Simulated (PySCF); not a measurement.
## How methods differ on the excitation energy of Xe

Xe [Xe] (1S) → Xe [Kr] 4d10 5s1 5p6 6p1 (3P), as a difference of total energies. Computed with PySCF 2.14 in x2c-QZVPPall with one added diffuse shell each of s, p, d, f type (14s10p8d5f1g, 128 functions), with the spin-free X2C one-electron Hamiltonian (Gaussian nucleus). Correlated levels: valence: [Kr] 4d10 frozen; valence and next inner shell: [Ar] 3d10 frozen. The calculations carry no spin-orbit coupling.

```tsv
method	excitation energy (eV)
UHF	24.277
LDA	22.117
PBE	21.803
PBE0	22.661
r2SCAN	22.495
B3LYP	22.531
BP86	21.893
r2SCAN0	23.134
MP2 (valence)	23.434
SCS-MP2 (valence)	23.263
MP2 (valence and next inner shell)	22.890
SCS-MP2 (valence and next inner shell)	22.786
```

Problem. How much does correlation contribute at MP2 (valence and next inner shell)?

Solution. 22.890 − (24.277) = -1.387 eV, measured against UHF.

A first-order spin-orbit estimate (lowest level to lowest level, LS coupling) adds -0.035 eV.

The upper state lies above the first ionisation limit, where it may autoionise and the basis confines it. A Rydberg-like electron needs more diffuse functions than a valence basis has.

The promoted electron is Rydberg-like, and one or two diffuse shells describe it only roughly, which tends to raise the upper state.
